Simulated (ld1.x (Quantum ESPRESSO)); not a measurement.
scandium (Sc), TM: configuration errors across variants

| Item | Value |
| --- | --- |
| Element | Sc |
| Generator | ld1.x (Quantum ESPRESSO) 7.5 |
| Type | norm-conserving Troullier–Martins (Kleinman–Bylander form) |
| Functional | Wu–Cohen |
| Relativity | scalar-relativistic |
| Frozen core | [Ne] |
| Valence charge | 11 |
| Reference configuration | 3s2 3p6 3d1 4s0 4p0 (charge +2) |
| Partial waves | 3p (bound): rc 1.30 bohr; 3d (bound): rc 2.90 bohr; 3s (bound): rc 1.35 bohr |
| Local potential | the s channel |
| Core correction | Bessel-smoothed model core inside 0.65 bohr |

All-electron excitation energies from the reference (eV): (1) 3s2 3p6 3d1 4s2 4p0 -19.490; (2) 3s2 3p6 3d1 4s1 4p0 -12.586; (3) 3s2 3p6 3d0 4s0 4p0 24.858; (4) 3s2 3p6 3d1 4s0 4p2 -13.804; (5) 3s2 3p6 3d1 4s0 4p1 -9.172; (6) 3s1 3p6 3d1 4s2 4p0 42.345; (7) 3s2 3p6 3d2 4s1 4p0 -17.825.

Tests that are not counted but printed errors over 1 eV. “wave 3d (bound): rc 2.90 bohr becomes 3d (bound): rc 4.40 bohr”: 3s2 3p6 3d2 4s1 4p0 (solver errors, printed error -32.1 eV). “type ultrasoft; waves now 3s (bound): rc 1.35 bohr; 4s (bound): rc 1.35 bohr; 3p (bound): rc 1.30 bohr; 4p (bound): rc 1.30 bohr; 3d (bound): rcut 2.50, rcutus 2.90 bohr; 3d channel at -0.3 Ry: rcut 2.50, rcutus 2.90 bohr; local potential all-electron potential smoothed inside 1.90 bohr (lloc = -1); augmentation PSQ, inside the norm-conserving radii”: 3s2 3p6 3d1 4s2 4p0 (solver errors, printed error -1045 eV); 3s2 3p6 3d1 4s1 4p0 (solver errors, printed error -1041 eV).

2 further variants failed, have other tests or another functional or relativity, and are left out.

A true bound ghost makes a file unfit for plane-wave use even where its test errors are small: the radial tests pick states by their node count and pass the ghost by. Where a test does run into it, the solver fails or the error is huge.

Errors AE − PS in meV (a dash: test not solved or not reliable):

| change | (1) | (2) | (3) | (4) | (5) | (6) | (7) | bound ghosts |
| --- | --- | --- | --- | --- | --- | --- | --- | --- |
| base | +253 | +178 | +398 | +43 | +34 | +503 | +119 | none |
| wave 3s (bound): rc 1.35 bohr becomes 3s (bound): rc 0.86 bohr | +44 | +32 | +396 | +7.8 | +7.3 | +29 | +37 | none |
| wave 3d (bound): rc 2.90 bohr becomes 3d (bound): rc 4.40 bohr | +118 | +130 | +1332 | -30 | -1.7 | +357 | – | none |
| type ultrasoft; waves now 3s (bound): rc 1.35 bohr; 4s (bound): rc 1.35 bohr; 3p (bound): rc 1.30 bohr; 4p (bound): rc 1.30 bohr; 3d (bound): rcut 2.50, rcutus 2.90 bohr; 3d channel at -0.3 Ry: rcut 2.50, rcutus 2.90 bohr; local potential all-electron potential smoothed inside 1.90 bohr (lloc = -1); augmentation PSQ, inside the norm-conserving radii | – | – | – | – | – | – | – | s |
| all radii but the core radius scaled by about 0.88 (s 1.18, p 1.14, d 2.54 bohr) | +101 | +70 | +253 | +18 | +14 | +167 | +48 | none |
| core correction Bessel-smoothed model core inside 1.46 bohr | +255 | +179 | +399 | +43 | +34 | +504 | +119 | none |

(1) Give the same row for: wave 3p (bound): rc 1.30 bohr becomes 3p (bound): rc 0.84 bohr.

Answers

(1) +253, +178, +398, +42, +34, +502, +119; bound ghosts: none.
